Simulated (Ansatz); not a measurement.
Ba₃. The state is a triplet with charge 0. Geometry r2SCAN/def2-TZVP, that of the charge +1 doublet; atoms count from 1.

Cartesian coordinates in Å:
```
Ba -1.011 -0.593 2.255
Ba 2.345 -0.643 -0.735
Ba -1.335 1.236 -1.519
```

In the def2 sets Ba takes a core potential; there is no spin–orbit coupling. The structure comes from a short search, and lower isomers may exist.

**Question.** Estimate the Mulliken populations from the PBE0/def2-TZVP orbitals of Ansatz.

**Answer.** 
| atom | charge (e) | spin (α − β) |
| --- | --- | --- |
| Ba1 | -0.01 | 0.52 |
| Ba2 | -0.02 | 0.51 |
| Ba3 | 0.02 | 0.96 |
Mulliken values and Mayer orders depend strongly on the basis.

**Question.** Where does the spin sit?

**Answer.** Summed by element: Ba 2.00, of 2 unpaired in all. Largest on single atoms: Ba3 0.96, Ba1 0.52, Ba2 0.51.

**Question.** And the Mayer bond orders between bonded heavy atoms (over 0.3)?

**Answer.** Ba1–Ba2 1.10 (4.50 Å); Ba1–Ba3 1.14 (4.21 Å); Ba2–Ba3 1.18 (4.21 Å).
